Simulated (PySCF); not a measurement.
A GIAO shielding run with PySCF 2.14.0 with density-fitted response routines (density fitting, non-relativistic, gas phase) on SMILES [SiH3]O[SiH](O[SiH3])O[SiH2]S, H10O3SSi4:

```
$ OMP_NUM_THREADS=1 python probes_run.py task.json out

{"job": {"kind": "nmr", "xc": "PBE0", "basis": "pcSseg-1"}, "charge": 0, "multiplicity": 1}
Si    -1.623101     1.948995    -0.018521
O     -0.575479     0.979377     0.761612
Si    -0.074509    -0.527686     1.047001
O     -0.791480    -1.563604     0.048080
Si    -1.327204    -1.835564    -1.461295
O      1.521396    -0.562441     0.800111
Si     2.711357    -0.324664    -0.269100
S      2.514535     1.638857    -1.104212
H     -2.972430     1.610350     0.431209
H     -1.480273     1.747656    -1.460825
H     -1.184159     3.274101     0.412379
H     -0.318696    -0.916493     2.410935
H     -2.715137    -1.372311    -1.497967
H     -1.190926    -3.283215    -1.596516
H     -0.510841    -1.113695    -2.439370
H      2.617779    -1.282942    -1.360796
H      3.903582    -0.405890     0.559493
H      1.486827     1.995488    -0.349929
```

Hardware: 1 thread of an Arm Neoverse N1, shared host. The job also computes population analyses, field gradients.

(1) How large is the calculation?

(2) How long does it take, and how much memory does it need?

Results:

(1) 106 electrons, 221 basis functions and 1272 auxiliary functions.

(2) 78 s of wall time, with 13 SCF cycles and 4 response iterations; peak memory 1.1 GiB. Times on a shared host scatter by some tens of per cent.
